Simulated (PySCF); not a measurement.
From computed data to an observable: chemical shift, span and skew from a shielding tensor

Si(H)(Cl)(OH)2 (ClH3O2Si), SMILES O[SiH](O)Cl. Atoms are numbered in the order given.

```xyz
7

Si     0.1562    -0.2814     0.4843
O     -0.8558    -1.5637     0.3402
O     -0.5697     0.8837     1.3990
Cl     0.5849     0.5741    -1.3551
H      1.4136    -0.8020     1.0510
H     -1.7709    -1.3781     0.1066
H     -0.3687     1.7998     1.1866
```

Geometry optimised at PBE0-D3(BJ)/def2-SVP. Other conformers were not sampled.

GIAO shieldings from PBE0/pcSseg-1 (PySCF), non-relativistic, no solvent. The symmetric part of the tensor of Si1 has the principal values 366.4, 369.5, 406.0 ppm. The same nucleus in TMS has σ = 352.7 ppm at this level (PySCF, at its B3LYP-D3(BJ)/def2-TZVP geometry). Without spin–orbit terms, shifts of atoms bonded to Cl or Br come out too high.

**Question.** Work out the isotropic shielding, the ²⁹Si shift against TMS, the span and the skew.

**Answer.** 
σ(iso) = (σ11 + σ22 + σ33)/3 = 380.6 ppm. δ = σ(ref) − σ(iso) = 352.7 − (380.6) = -27.9 ppm.
Span Ω = σ33 − σ11 = 39.6 ppm. Skew κ = 3(σ(iso) − σ22)/Ω = 0.84. Tumbling in solution averages the tensor to δ; in a static solid the shielding alone would spread this spin-1/2 line over Ω.
